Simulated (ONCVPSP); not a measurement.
Re (Z = 75): one change to an ONCV potential, before and after

```json
{
  "Element": "rhenium",
  "Generator": "ONCVPSP 4.0.1",
  "Type": "optimised norm-conserving Vanderbilt (ONCV)",
  "Functional": "PBEsol",
  "Relativity": "scalar-relativistic",
  "Frozen core": "[Kr] 4d10 4f14",
  "Valence charge": "15",
  "Reference configuration": "5s2 5p6 5d6 6s1",
  "Partial waves": "5s+6s: rc 1.50 bohr, ncon 4, nbas 8, qcut 9.1 1/bohr, 2 projectors; 5p: rc 1.50 bohr, ncon 4, nbas 7, qcut 7.3 1/bohr, 2 projectors, debl 3 Ha; 5d: rc 2.75 bohr, ncon 4, nbas 8, qcut 6.4 1/bohr, 2 projectors, debl 3.5 Ha",
  "Local potential": "polynomial inside 1.40 bohr (lpopt 2, dvloc0 0 Ha)",
  "Core correction": "Teter function, fcfact 1.5, rcfact 1.3"
}
```

All-electron outer shells of the reference configuration (PBEsol, scalar-relativistic, ld1.x):

```tsv
shell	level (eV)	outermost node (bohr)	outermost maximum (bohr)
5s	-83.13	0.52	0.93
5p	-45.02	0.56	1.06
4f	-40.13	–	0.41
6s	-5.33	1.25	2.61
5d	-4.03	0.62	1.45
```

Change: d: debl 0.65.

Cutoffs: the cutoffs (Ha) at which the residual kinetic energy of the hardest occupied pseudo-wave falls to 1 and 0.1 mHa per electron; they do not see the model core or the augmentation charge, which bear on the density cutoff. Errors are all-electron minus pseudo energies relative to the spin-unpolarised reference configuration.

Question: What does the change do?

Answer: The potential gets neither clearly harder nor softer (28 Ha and 39 Ha → 28 Ha and 39 Ha); of the 4 tests that both files solve, the error grows in 1 and shrinks in 1 by more than 15 % and 0.3 meV (median size 9.4 → 8.2 meV); the range in which the d phases agree widens (upper end 0.8 → 3.0); neither file shows a bound ghost.

| quantity | base | changed |
| --- | --- | --- |
| cutoff, loose | 28 Ha | 28 Ha |
| cutoff, tight | 39 Ha | 39 Ha |
| bound ghosts | none | none |
| GHOST(+) flags under 300 eV | none | none |
| error for 5s2 5p6 5d5 6s2, meV [ΔE -0.95 eV] | +11 | +12 |
| error for 5s2 5p6 5d5 6s1, meV [ΔE 8.34 eV] | +2.5 | +4.5 |
| error for 5s2 5p6 5d5 6s0, meV [ΔE 24.69 eV] | -7.8 | -2.1 |
| error for 5s2 5p6 5d4 6s2 6p1, meV [ΔE 4.15 eV] | +40 | +44 |
| s: phases at 1.53 bohr within 0.05 rad from the reference energy up to (Ha; the scan ends near 5) | to the end of the scan | to the end of the scan |
| p: phases at 1.53 bohr within 0.05 rad from the reference energy up to (Ha; the scan ends near 5) | to the end of the scan | to the end of the scan |
| d: phases at 2.79 bohr within 0.05 rad from the reference energy up to (Ha; the scan ends near 5) | 0.8 | 3.0 |
| rms error of d²Exc/dni dnj with the model core, mHa | 3.75 | 3.75 |
